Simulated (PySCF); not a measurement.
Zr(F)3(Me) (CH₃F₃Zr), SMILES [CH3][Zr]([F])([F])[F], multiplicity 1. Heavy atoms are numbered as in [Zr:1]([F:2])([F:3])([F:4])[CH3:5]. Hydrogens are named by the atom that carries them.

Coordinates come from a r2SCAN-D4/def2-SVP optimisation. The multiplicity is an assumed one; no other spin state was optimised. The structure was generated by enumeration; whether it is a known compound was not checked. The def2 effective core potentials stand for the cores of Zr; spin–orbit coupling is left out.

These are CAM-B3LYP/def2-TZVP run with PySCF values and carry that method's errors.

ESP charges are fitted to the potential on shells at 1.4 to 2.0 van der Waals radii. Atomic charges (e), one atom of each kind:

| atom | Löwdin | Mulliken | ESP fit |
|---|---|---|---|
| Zr1 | 0.92 | 1.70 | [?] |
| F2 | -0.25 | -0.47 | [?] |
| C5 (CH3) | -0.56 | -0.76 | [?] |
| H on C5 | 0.13 | 0.15 | [?] |

Q: Fill in the missing entries. (Estimate from the structure and the level; the computed values follow.)

A: 
- Zr1, ESP fit: 1.69
- F2, ESP fit: -0.45
- C5 (CH3), ESP fit: -0.96
- H on C5, ESP fit: 0.21
